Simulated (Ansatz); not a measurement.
`[SiH3][O][Al]([Cl])[Br]` + HBr → `[Cl][Al]([Br])[Br]` + `O[SiH3]`  (ligand exchange at the Al–O bond)

Program: Ansatz. Geometries: PBE0-D4/def2-TZVP. ΔE: electronic, gas phase. CCSD(T)/CBS is the MP2 limit (def2-TZVPP, def2-QZVPP) plus CCSD(T) − MP2 in def2-TZVPP, frozen cores. Functionals use def2-TZVPP. For Br outer-core shells are correlated without core-valence functions, which leaves a few kJ/mol of doubt a bond. Scalar relativity is left out up to krypton. One conformer a species, not always the lowest.

Q: Is it downhill or uphill in electronic energy at CCSD(T)/CBS, and by how much? (Estimate.)

A: The calculation gave: Nearly level: ΔE = +1.3 kJ/mol.

Q: What do these levels give: revPBE-D4, r2SCAN-D4, r2SCANh-D4, ωB97X-V, B2PLYP, revPBE, r2SCAN, PBE0, LC-ωPBE, RPA@PBE/def2-TZVPP, CCSD/def2-TZVPP, HF/def2-QZVPP? (Best estimate.)

A: Computed: revPBE-D4 -5.5, r2SCAN-D4 1.3, r2SCANh-D4 1.1, ωB97X-V 3.4, B2PLYP 6.4, revPBE -7.7, r2SCAN 0.5, PBE0 -5.5, LC-ωPBE 1.7, RPA@PBE/def2-TZVPP 10.4, CCSD/def2-TZVPP 8.8, HF/def2-QZVPP 11.1 kJ/mol.

Largest T1 diagnostic among the species: 0.011.

At CCSD(T), def2-SVP lies +11.4 kJ/mol from the extrapolated value and def2-TZVPP +6.0 kJ/mol. Leaving LDA and LC-ωPBE aside and taking each functional with its dispersion term where it has one, the values, not all of them listed here, spread over 17.6 kJ/mol, from revPBE-D4 to CAM-B3LYP-D4. LDA lies +4.9 kJ/mol from PBE without D4.
